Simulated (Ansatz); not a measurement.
Relaxation of FGeH5SiZn (9 atoms, charge 0, multiplicity 1), to a largest force component of 0.015 eV/Å in at most 40 steps.

Method: RHF/def2-SVP (Ansatz 0.2.0).

```xyz
9
Properties=species:S:1:pos:R:3
F 1.829 -1.955 -0.812
Zn 2.450 -0.629 0.587
Si 0.653 0.810 -0.319
Ge -1.213 -0.165 0.392
H 0.713 0.852 -1.792
H 0.768 2.190 0.233
H -2.463 0.659 -0.114
H -1.335 -1.599 -0.179
H -1.312 -0.210 1.987
```

Task: Where does it end, and by what steps?

Result: It converged. The force dipped under the threshold on the way, but the program's further checks kept it going. After 18 steps the energy has fallen by 2.139 eV; F1 moved furthest, 1.87 Å.

| step | energy less start (eV) | largest force component (eV/Å) | accepted |
| --- | --- | --- | --- |
| 0 | 0.0000 | 2.979 | yes |
| 1 | -0.8904 | 1.732 | yes |
| 2 | -1.2193 | 1.932 | yes |
| 3 | -1.4341 | 0.679 | yes |
| 4 | -1.6310 | 0.651 | yes |
| 5 | -1.7837 | 0.710 | yes |
| 6 | -1.9015 | 0.669 | yes |
| 7 | -1.9965 | 0.642 | yes |
| 8 | -2.0663 | 0.342 | yes |
| 9 | -2.1091 | 0.160 | yes |
| 10 | -2.1266 | 0.091 | yes |
| 11 | -2.1276 | 0.300 | yes |
| 12 | -2.1372 | 0.016 | yes |
| 13 | -2.1383 | 0.009 | yes |
| 14 | -2.1374 | 0.119 | no |
| 15 | -2.1389 | 0.025 | yes |
| 16 | -2.1392 | 0.041 | yes |
| 17 | -2.1393 | 0.022 | yes |
| 18 | -2.1393 | 0.001 | yes |

```xyz
9
Properties=species:S:1:pos:R:3
F 3.525 -2.231 -0.066
Zn 2.288 -0.986 -0.223
Si 0.576 0.711 -0.432
Ge -1.567 -0.012 0.420
H 0.404 1.087 -1.860
H 0.980 1.936 0.308
H -2.632 1.081 0.256
H -2.035 -1.270 -0.330
H -1.449 -0.363 1.912
```

Whether the end is a true minimum wasn't checked by a vibrational analysis.

The run took 48 s on 2 threads of Arm Neoverse V2, with other jobs on the host, peak memory 0.29 GiB.
